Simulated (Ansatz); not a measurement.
A nudged elastic band was laid between two geometries of CH4ClFN2Si (10 atoms, charge 0, multiplicity 1).

Theory: Ansatz 0.2.0, RKS r2SCANh/def2-SVP.

```
movable images  : 5
climbing image  : yes
spring          : 5.0 eV/Å²
optimiser       : quadratic models (default)
start path      : IDPP
force threshold : 0.03 eV/Å
iteration limit : 60
end points      : relaxed
```

Initial state:

```xyz
10
Properties=species:S:1:pos:R:3
N 0.678 -1.556 -0.267
C -0.023 -0.535 0.066
N -1.087 -0.453 0.913
Si 0.619 1.036 -0.730
F -0.542 2.160 -0.539
Cl 2.285 1.716 0.255
H 0.356 -2.421 0.185
H -1.619 0.405 0.968
H -1.497 -1.287 1.315
H 0.914 0.885 -2.164
```

Final state:

```xyz
10
Properties=species:S:1:pos:R:3
N 0.684 -1.555 -0.257
C -0.023 -0.535 0.067
N -1.095 -0.454 0.903
Si 0.620 1.036 -0.730
F -0.542 2.159 -0.537
Cl 2.286 1.713 0.256
H 0.361 -2.420 0.192
H -1.502 -1.286 1.313
H -1.622 0.406 0.962
H 0.914 0.885 -2.164
```

**Question.** What changes between the two ends?

**Answer.** No bond is made or broken. The dihedral Si4–C2–N3–H9 goes from 176 to 10°. The two ends are copies of one structure, up to a mirror image or an exchange of like atoms.

**Question.** Give the energies along the band, and the barrier.

**Answer.** The forces met the threshold. The highest image is number 3 of 0 to 6, 10.8 kcal/mol above the ends, which have the same energy within 2 meV. A vibrational analysis at the climbing image gives one clearly imaginary mode, 283i cm⁻¹: a first-order saddle point.

| image | path coordinate (Å) | energy (kcal/mol) | dihedral Si4–C2–N3–H9 (°) |
| --- | --- | --- | --- |
| 0 | 0.00 | 0.0 | 176 |
| 1 | 1.12 | 0.8 | 174 |
| 2 | 2.24 | 4.6 | 123 |
| 3 | 3.37 | 10.8 | 57 |
| 4 | 4.27 | 6.6 | 22 |
| 5 | 5.17 | 0.8 | 8 |
| 6 | 6.08 | 0.0 | 10 |

**Question.** What is the geometry of the highest image?

**Answer.** 
```xyz
10
Properties=species:S:1:pos:R:3:forces:R:3
N 0.712 -1.696 -0.194 0.00 0.00 0.00
C 0.089 -0.633 0.113 0.00 0.01 0.00
N -0.778 -0.530 1.248 0.00 -0.01 0.00
Si 0.380 0.860 -0.993 0.00 0.00 -0.01
F -1.073 1.412 -1.452 0.00 0.00 0.00
Cl 1.216 2.334 0.184 0.00 0.00 0.00
H 0.481 -2.427 0.496 0.00 0.00 0.00
H -0.449 0.226 1.852 0.00 0.00 0.00
H -1.704 -0.227 0.937 0.00 0.00 0.00
H 1.209 0.629 -2.188 0.00 0.00 0.00
```

**Question.** What are the harmonic wavenumbers there?

**Answer.** 283i, 49, 112, 137, 233, 345, 450, 494, 564, 681, 788, 821, 897, 909, 953, 1075, 1205, 1316, 1607, 1751, 2337, 3415, 3497, 3571 cm⁻¹.

Time of the run: 5 min on 2 threads of Intel(R) Xeon(R) Platinum 8559C (Emerald Rapids), on a shared host, peak memory 0.33 GiB.
